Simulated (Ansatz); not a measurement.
Consider the formal exchange of groups at the Si–C bond: `[SiH3][C@H]1B[Si@@H]1Br` + `[OH][GeH2][OH]` → `[OH][GeH]([OH])[SiH3]` + `Br[SiH]1BC1`.

Calculated with Ansatz (gas phase, PBE0-D4/def2-TZVP geometries, no zero-point term in ΔE). CCSD(T)/CBS is the MP2 limit (def2-TZVPP, def2-QZVPP) plus CCSD(T) − MP2 in def2-TZVPP, frozen cores. Functionals use def2-TZVPP. For Br, Ge outer-core shells are correlated without core-valence functions, which leaves a few kJ/mol of doubt a bond. Scalar relativity is left out up to krypton. One conformer a species, not always the lowest.

| species | CAM-B3LYP-D4 energy (Eh) |
| --- | --- |
| `[SiH3][C@H]1B[Si@@H]1Br` | -3219.82981 |
| `[OH][GeH2][OH]` | -2230.04920 |
| `[OH][GeH]([OH])[SiH3]` | -2520.76377 |
| `Br[SiH]1BC1` | -2929.11106 |

(1) Work out ΔE.

Largest T1 diagnostic among the species: 0.013.

## Answers

(1) ΔE = (-2520.76377) + (-2929.11106) − (-3219.82981) − (-2230.04920) = 0.00418 Eh = +0.11 eV. CCSD(T)/CBS gives +0.14 eV.

In def2-TZVPP, CCSD(T) changes the Hartree–Fock value by −0.13 eV (the triples alone add −0.03 eV) and MP2 by −0.07 eV. The D4 term adds +0.06 eV with B3LYP and +0.03 eV with PBE0; it sums over pairs of atoms, weighted by their polarisabilities, and B3LYP, whose exchange is more repulsive, gets the larger term.

B3LYP here is the variant with VWN-RPA as its local correlation; programs differ in this.
